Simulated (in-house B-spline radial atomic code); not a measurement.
A fraction x of an electron is moved 5p → 6f in Sm II (Sm+), starting from [Xe] 4f6 6s1 and keeping the highest spin. Computed with an all-electron radial atomic-structure program (B-spline basis): scalar-relativistic (X2C) CAM-B3LYP, spin-polarised, spherical fractional occupations, Fermi nucleus of rms radius 5.0819 fm.

Caution: exact exchange at fractional occupations of open shells leaves self-interaction of up to several eV.

| x | E(x) - E(0) (eV) | 5p down level (eV) | 6f up level (eV) |
| --- | --- | --- | --- |
| 0 | 0.0000 | -31.106 | - |
| 0.125 | 3.8541 | -31.992 | -0.771 |
| 0.25 | ? | ? | ? |
| 0.375 | 11.8536 | -33.717 | -0.947 |
| 0.5 | 15.9971 | -34.555 | -1.031 |
| 0.625 | ? | ? | ? |
| 0.75 | 24.5619 | -36.185 | -1.200 |
| 0.875 | 28.9792 | -36.977 | -1.286 |
| 1 | 33.4837 | -37.751 | -1.372 |

Problem. What belongs in the row x = 0.25?

Solution. An energy change of 7.8054 eV; 5p down at -32.861 eV, 6f up at -0.861 eV.

Problem. What belongs in the row x = 0.625?

Solution. An energy change of 20.2339 eV; 5p down at -35.378 eV, 6f up at -1.116 eV.

Problem. Check Janak's theorem between x = 0.375 and 0.5.

Solution. The slope of the energy is 33.15 eV; the orbital levels give 33.15 eV (ε of the receiving orbital less ε of the emptying one, averaged over the two points).
